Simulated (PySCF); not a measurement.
A ladder of Hamiltonians for Re⁵⁷⁺ (rhenium, charge +57)

Occupied: 1s1/2, 2s1/2, 2p1/2, 2p3/2, 3s1/2, 3p1/2, 3p3/2. Hartree-Fock calculated with PySCF 2.14 in an uncontracted even-tempered set (17 s from 7.5 bohr⁻², ratio 2.7; 14 p from 9 bohr⁻², ratio 2.7), Gaussian nucleus throughout. NR is non-relativistic, sf-X2C the spin-free one-electron X2C Hamiltonian, X2C adds the bare one-electron spin-orbit term, X2C-SNSO screens it by Boettger's factors, DC is four-component Dirac-Coulomb, and the Gaunt and Breit terms are added at first order (total energies over the DC spinors, levels after relaxing the spinors in that mean field). QED terms are absent. Levels marked empty are virtual spinors of this ion; the basis has s and p functions only, so 3d, which can lie below the n = 4 levels, is absent.

| Hamiltonian | E (hartree) | E − E(DC) (hartree) | CPU seconds |
| --- | --- | --- | --- |
| NR | -12454.8569 | 895.1282 | 0.5 |
| sf-X2C | -13323.4599 | 26.5252 | 0.36 |
| X2C | -13344.8732 | 5.1119 | 0.36 |
| X2C-SNSO | -13343.6568 | 6.3283 | 0.36 |
| DC | -13349.9851 | 0.0000 | 18 |
| DC+Gaunt | -13332.4956 | 17.4896 | 30 |
| DC+Breit | -13334.1897 | 15.7955 | 85 |

```tsv
level (eV)	NR	sf-X2C	X2C	X2C-SNSO	DC	DC+Gaunt	DC+Breit
1s1/2	-70268.0	-76288.9	-76266.3	-76267.6	-76361.2	-76098.0	-76117.7
2s1/2	-15047.2	-16730.6	-16723.9	-16724.3	-16737.5	-16707.9	-16710.2
2p1/2	-14618.7	-15143.5	-16226.0	-16191.7	-16199.7	-16151.6	-16156.2
2p3/2	-14618.7	-15143.5	-14711.0	-14722.0	-14732.1	-14699.9	-14704.5
3s1/2	-6009.9	-6516.8	-6514.8	-6514.9	-6518.1	-6511.0	-6511.8
3p1/2	-5829.0	-6030.9	-6307.6	-6298.9	-6301.0	-6289.2	-6290.6
3p3/2	-5829.0	-6030.9	-5918.3	-5921.2	-5923.4	-5915.4	-5916.9
4s1/2 (empty)	-3107.8	-3299.6	-3299.1	-3299.2	-3300.3	-3297.6	-3298.0
4p1/2 (empty)	-3036.5	-3123.3	-3224.0	-3220.8	-3221.6	-3217.2	-3217.8
4p3/2 (empty)	-3036.5	-3123.3	-3082.5	-3083.5	-3084.2	-3081.3	-3081.9
```

```csv
interval (eV),X2C,X2C-SNSO,DC,DC+Gaunt,DC+Breit
2p3/2 − 2p1/2,1515,1470,1468,1452,1452
3p3/2 − 3p1/2,389.3,377.8,377.5,373.8,373.7
4p3/2 − 4p1/2,141.5,137.3,137.3,135.9,135.9
```

Weight of the small component: 1s1/2 0.0802, 2s1/2 0.0186, 2p1/2 0.0185, 2p3/2 0.0168, 3s1/2 0.00701, 3p1/2 0.00692, 3p3/2 0.00645, 4s1/2 0.00323, 4p1/2 0.00329, 4p3/2 0.00307.

Koopmans' value for the highest occupied level at DC+Breit: 5916.9 eV, against an ionisation energy of 5919 ± 6 eV (theoretical estimate listed by NIST; NIST Atomic Spectra Database, ionization energies); the former lacks relaxation, correlation, QED and recoil.

The whole ladder took 140 s of wall time on 1 thread of Neoverse-N1 (shared host), launched as `OMP_NUM_THREADS=1 python relrun2.py TASK.json OUT` (a driver that calls PySCF for each Hamiltonian).
